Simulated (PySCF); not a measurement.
BeN at PBE

Level: PBE. basis Be 6-31G(d,p), N 6-31G(d,p); no relativity; PySCF 2.14.

- state: ⁴Σ⁻ (quartet), unpaired electrons σ ↑, π ↑↑
- bond length: 1.621 Å
- harmonic wavenumber: 900 cm⁻¹
- force constant: 2.62 mdyn/Å
- rotational constant Be: 1.170 cm⁻¹
- anharmonicity ωexe: 9.48 cm⁻¹
- vibration–rotation constant αe: 0.0174 cm⁻¹
- well depth De to Be + N: 2.20 eV
- dissociation energy D0: 2.14 eV
- bond order (Mayer): 1.23
- dipole moment (positive dipole means Be(−)N(+)): -1.05 D

The state is the lowest determinant that a PBE0 search found; another state may lie lower at other levels.
